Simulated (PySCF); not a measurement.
Ge(H)(F)2(OMe) (CH4F2GeO), SMILES C[O][GeH]([F])[F].

Geometry optimised at B3LYP-D3(BJ)/def2-SVP. This is a generated structure with no PubChem entry under its InChIKey; it may be hypothetical. One conformer was computed; it need not be the lowest.

These are TDA-PBE/def2-SVPD in PySCF values and carry that method's errors.

Vertical excitations. Isolated molecule, no solvent. State labels are in the subgroup Cs.

```csv
state,symmetry,energy (eV),λ (nm),f,main pairs
S1,A",6.06,205,0.003,HOMO→LUMO 99 %
S2,A',6.75,184,0.007,"HOMO−1→LUMO 69 %, HOMO→LUMO+1 31 %"
S3,A",7.09,175,0.006,HOMO→LUMO+2 98 %
S4,A',7.29,170,0.093,"HOMO→LUMO+1 65 %, HOMO−1→LUMO 26 %"
S5,A",7.39,168,0.000,HOMO→LUMO+3 100 %
S6,A",7.51,165,0.000,HOMO−1→LUMO+1 100 %
S7,A',7.74,160,0.018,HOMO−1→LUMO+2 97 %
S8,A",8.07,154,0.024,HOMO→LUMO+4 99 %
S9,A',8.08,153,0.009,HOMO−1→LUMO+3 98 %
S10,A",8.39,148,0.013,HOMO−3→LUMO 90 %
T1,A",5.78,214,0,HOMO→LUMO 99 %
T2,A',6.38,194,0,HOMO−1→LUMO 96 %
T3,A',6.62,187,0,HOMO→LUMO+1 97 %
T4,A",6.83,182,0,HOMO→LUMO+2 99 %
```
Triplets are in the Tamm–Dancoff approximation.
